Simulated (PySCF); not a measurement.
# Correlation energy of Pt (platinum, neutral)

[Xe] 4f14 5d9 6s1, high-spin 3D determinant. All numbers are calculated (PySCF 2.14, scalar relativity by spin-free X2C-1e, in ANO-RCC-VTZP). Frozen: [Kr] 4d10 4f14; 18 electrons correlated.

```json
{"level": "CCSD", "correlation energy (mhartree)": "-522.40"}
{"level": "(T)", "correlation energy (mhartree)": "-18.24"}
{"level": "CCSD(T)", "correlation energy (mhartree)": "-540.64"}
```

Diagnostics: T1 = 0.016, D1 = 0.0590, largest double amplitude 0.034.

Question: Is a single reference adequate?

Answer: Yes, within this model without spin-orbit coupling: T1 lies below 0.03 and no double amplitude reaches 0.07.
